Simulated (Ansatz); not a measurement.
Born–Oppenheimer molecular dynamics of GeH₄O₂ (7 atoms, charge 0, multiplicity 1). It starts from a relaxed structure.

Theory: RKS PBE-D4/def2-SVP (Ansatz).

| Quantity | Value |
| --- | --- |
| ensemble | NVE (velocity Verlet) |
| time step | 0.5 fs |
| steps asked | 100 |
| starting velocities drawn for | 300 K |
| seed | 960243 |

First frame:

```xyz
7
Properties=species:S:1:pos:R:3
Ge -0.088 -0.015 0.050
O 0.020 -0.028 1.846
H -0.854 0.159 2.239
H 1.380 -0.234 -0.391
H -0.765 1.269 -0.490
O -1.178 -1.325 -0.528
H -0.815 -2.198 -0.288
```

**Question.** How far do the bonds stretch over the last three quarters of this one trajectory? (Pairs bonded in most of those frames.)

**Answer.** 
```csv
bond,mean (Å),spread (Å),shortest,longest
Ge1–O2,1.806,0.015,1.78,1.82
Ge1–H4,1.554,0.033,1.50,1.60
Ge1–H5,1.549,0.027,1.51,1.59
Ge1–O6,1.814,0.034,1.75,1.85
O2–H3,0.981,0.035,0.93,1.03
O6–H7,0.976,0.003,0.97,0.98
```

Mean temperature of the second half: 127 K. The conserved energy stayed within 0.35 meV per atom of its start (net change 0.15 meV per atom), so the integration is sound. A run of 0.05 ps of so small a system gives no equilibrium averages.

The run took 2.8 min on 1 thread of Arm Neoverse V1, on a shared host, peak memory 0.14 GiB.
